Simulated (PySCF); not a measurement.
A structure optimised at PBE-D3(BJ)/def2-SVP, used in a PySCF frequency run:

```
C
C 1 1.3533
H 2 1.1008 1 123.18
H 1 1.1035 2 119.43 3 180.00
C 1 1.4532 4 117.72 2 180.00
C 5 1.3534 1 124.13 4 0.00
H 6 1.1000 5 121.48 1 180.00
H 6 1.1023 7 117.28 5 180.00
H 5 1.1047 6 119.28 7 0.00
Br 2 1.8852 3 113.26 1 180.00
```
Charge 0, spin multiplicity 1.

Problem. Write its SMILES, formula and point group.

Solution. C=C/C=C/Br, C₄H₅Br, Cs

Problem. What are its rotational constants (standard atomic weights)?

Solution. 28.637, 0.98190, 0.94934 GHz
